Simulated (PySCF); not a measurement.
CH$_{2}$, singlet, at a GFN2-xTB geometry; DF-BHANDHLYP/aug-cc-pVDZ run with PySCF.

PySCF was given this input:
```python
from pyscf import gto, scf, dft

mol = gto.M(
    atom='''
C     0.00106484    0.16389984    0.01623868
H    -0.88481843   -0.48695954   -0.03874538
H     0.87842936   -0.49643949   -0.05868670
''',
    basis='aug-cc-pvdz',
    verbose=4,
)

mf = dft.RKS(mol)
mf.xc = 'bhandhlyp'
mf = mf.density_fit(auxbasis='def2-universal-jkfit')
mf.kernel()
```

Task: Predict the main parts of the log of this PySCF run.

Result: 
```
PySCF version 2.14.0

[INPUT] verbose = 4
[INPUT] num. atoms = 3
[INPUT] num. electrons = 8
[INPUT] charge = 0
[INPUT] spin (= nelec alpha-beta = 2S) = 0
[INPUT] symmetry False subgroup None
[INPUT] Mole.unit = angstrom
[INPUT] Symbol           X                Y                Z      unit          X                Y                Z       unit  Magmom
[INPUT]  1 C      0.001064840000   0.163899840000   0.016238680000 AA    0.002012255966   0.309725809460   0.030686657824 Bohr   0.0
[INPUT]  2 H     -0.884818430000  -0.486959540000  -0.038745380000 AA   -1.672064502668  -0.920220164344  -0.073218156792 Bohr   0.0
[INPUT]  3 H      0.878429360000  -0.496439490000  -0.058686700000 AA    1.659990910177  -0.938134673519  -0.110901790155 Bohr   0.0

nuclear repulsion = 6.06952480233898
number of shells = 18
number of NR pGTOs = 57
number of NR cGTOs = 41
basis = aug-cc-pvdz
ecp = {}

******** <class 'pyscf.df.df_jk.DFRKS'> ********
method = DFRKS
initial guess = minao
damping factor = 0
level_shift factor = 0
DIIS = <class 'pyscf.scf.diis.CDIIS'>
diis_start_cycle = 1
diis_space = 8
diis_damp = 0
SCF conv_tol = 1e-09
SCF conv_tol_grad = None
SCF max_cycles = 50
direct_scf = False
XC library pyscf.dft.libxc version 7.1.2
    S. Lehtola, C. Steigemann, M. J. T. Oliveira, and M. A. L. Marques,  SoftwareX 7, 1–5 (2018)
XC functionals = bhandhlyp
    A. D. Becke,  J. Chem. Phys. 98, 1372 (1993)
    Defined through Gaussian implementation.
radial grids:
    Treutler-Ahlrichs [JCP 102, 346 (1995); DOI:10.1063/1.469408] (M4) radial grids

becke partition: Becke, JCP 88, 2547 (1988); DOI:10.1063/1.454033
pruning grids: <function nwchem_prune>
grids dens level: 3
symmetrized grids: False
atomic radii adjust function: <function treutler_atomic_radii_adjust>
small_rho_cutoff = 0
Set gradient conv threshold to 3.16228e-05
Initial guess from minao.
tot grids = 33736
******** <class 'pyscf.df.df.DF'> ********
auxbasis = def2-universal-jkfit
init E= -38.9263278540687
  HOMO = -0.242264432245828  LUMO = -0.157458084974075  gap/eV = 2.30770
cycle= 1 E= -39.108245232593  delta_E= -0.182  |g|= 0.125  |ddm|= 1.78
  HOMO = -0.326447930358851  LUMO = -0.0975754020874886  gap/eV = 6.22794
cycle= 2 E= -39.113217771537  delta_E= -0.00497  |g|= 0.0457  |ddm|= 0.165
  HOMO = -0.308165761279576  LUMO = -0.0766151612324886  gap/eV = 6.30081
cycle= 3 E= -39.1138113166126  delta_E= -0.000594  |g|= 0.0113  |ddm|= 0.0564
  HOMO = -0.312792128114258  LUMO = -0.079645399410186  gap/eV = 6.34425
cycle= 4 E= -39.1138609747886  delta_E= -4.97e-05  |g|= 0.00238  |ddm|= 0.0157
  HOMO = -0.312167192749242  LUMO = -0.0792323144835589  gap/eV = 6.33848
cycle= 5 E= -39.1138641971499  delta_E= -3.22e-06  |g|= 0.000253  |ddm|= 0.00615
  HOMO = -0.312164992519735  LUMO = -0.0792199028828002  gap/eV = 6.33876
cycle= 6 E= -39.113864287377  delta_E= -9.02e-08  |g|= 2.18e-05  |ddm|= 0.00123
  HOMO = -0.312168165714005  LUMO = -0.0792188716467916  gap/eV = 6.33887
cycle= 7 E= -39.1138642879492  delta_E= -5.72e-10  |g|= 1.76e-06  |ddm|= 7.27e-05
  HOMO = -0.312168087305294  LUMO = -0.0792188136170036  gap/eV = 6.33887
Extra cycle  E= -39.1138642879521  delta_E= -2.85e-12  |g|= 4.75e-07  |ddm|= 6.66e-06
converged SCF energy = -39.1138642879521
```
